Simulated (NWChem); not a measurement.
CHAlClF$_{3}$; SMILES F[C](F)(F)[AlH][Cl]

```xyz
7

Al    -0.8885    -0.6253     0.0381
C      0.0745     1.1481    -0.0310
F     -0.7663     2.1609    -0.3171
F      1.0559     1.1910    -0.9471
F      0.6382     1.4407     1.1590
Cl     0.3107    -2.3402     0.0439
H     -2.4557    -0.7256     0.1112
```
Atoms are numbered in this order, from 1.

Level: PBE0/def2-SVP (NWChem), optimised geometry, unscaled harmonic frequencies. 

Task: List the harmonic frequencies with IR intensities, and the thermochemistry.

Result: 
```json
[
 {"frequency (cm⁻¹)": "7", "IR intensity (km/mol)": "0.7"},
 {"frequency (cm⁻¹)": "93", "IR intensity (km/mol)": "5.0"},
 {"frequency (cm⁻¹)": "146", "IR intensity (km/mol)": "4.0"},
 {"frequency (cm⁻¹)": "222", "IR intensity (km/mol)": "1.8"},
 {"frequency (cm⁻¹)": "376", "IR intensity (km/mol)": "34.2"},
 {"frequency (cm⁻¹)": "452", "IR intensity (km/mol)": "121.8"},
 {"frequency (cm⁻¹)": "521", "IR intensity (km/mol)": "7.2"},
 {"frequency (cm⁻¹)": "529", "IR intensity (km/mol)": "10.7"},
 {"frequency (cm⁻¹)": "556", "IR intensity (km/mol)": "31.1"},
 {"frequency (cm⁻¹)": "659", "IR intensity (km/mol)": "270.6"},
 {"frequency (cm⁻¹)": "746", "IR intensity (km/mol)": "8.4"},
 {"frequency (cm⁻¹)": "1141", "IR intensity (km/mol)": "217.6"},
 {"frequency (cm⁻¹)": "1159", "IR intensity (km/mol)": "206.7"},
 {"frequency (cm⁻¹)": "1233", "IR intensity (km/mol)": "167.4"},
 {"frequency (cm⁻¹)": "2009", "IR intensity (km/mol)": "128.1"}
]
```

```
Property                                                                            Value
-----------------------------------------------------------------------  ----------------
zero-point energy                                                           14.1 kcal/mol
thermal correction to the enthalpy at 298.15 K (with zero-point energy)     19.2 kcal/mol
heat capacity Cv                                                         22.3 cal/(mol K)
entropy at 298.15 K and 1 atm (symmetry number 1)                        90.2 cal/(mol K)
dipole moment                                                                      1.67 D
```

Rigid rotor and harmonic oscillator; modes under 100 cm⁻¹ make the entropy uncertain.
